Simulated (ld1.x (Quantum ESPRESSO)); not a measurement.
boron: excitation energies, all-electron against TM

* Element: B
* Generator: ld1.x (Quantum ESPRESSO) 7.5
* Type: norm-conserving Troullier–Martins (Kleinman–Bylander form)
* Functional: PBEsol
* Relativity: scalar-relativistic
* Frozen core: [He]
* Valence charge: 3
* Reference configuration: 2s2 2p0 (charge +1)
* Partial waves: 2s (bound): rc 1.40 bohr; 2p (bound, empty): rc 1.85 bohr
* Local potential: all-electron potential smoothed inside 1.20 bohr (lloc = -2)
* Core correction: Bessel-smoothed model core inside 1.20 bohr

Energies are relative to the spin-unpolarised reference configuration 2s2 2p0; without spin polarisation the order of configurations can differ from experiment.

```json
{"valence configuration": "2s2 2p1", "charge": "0", "ΔE all-electron (eV)": "-8.139", "error AE − PS (meV)": "+14"}
{"valence configuration": "2s1 2p0", "charge": "+2", "ΔE all-electron (eV)": "25.262", "error AE − PS (meV)": "+13"}
{"valence configuration": "2s2 2p1.3", "charge": "-0.3", "ΔE all-electron (eV)": "-8.864", "error AE − PS (meV)": "+17"}
{"valence configuration": "2s1 2p2", "charge": "0", "ΔE all-electron (eV)": "-2.320", "error AE − PS (meV)": "+27"}
{"valence configuration": "2s0 2p3", "charge": "0", "ΔE all-electron (eV)": "3.517", "error AE − PS (meV)": "+43"}
```

(1) What are ΔE and the potential's error for 2s2 2p0.5?

(2) What are ΔE and the potential's error for 2s1 2p1?

Levels in the configuration 2s1 2p1:

```csv
level,all-electron (eV),pseudo (eV)
2s,-19.482,-19.500
2p,-13.364,-13.393
```

Results:

(1) ΔE = -5.284 eV all-electron; the error (AE − PS) is +6.2 meV.

(2) ΔE = 6.125 eV all-electron; the error (AE − PS) is +5.0 meV.
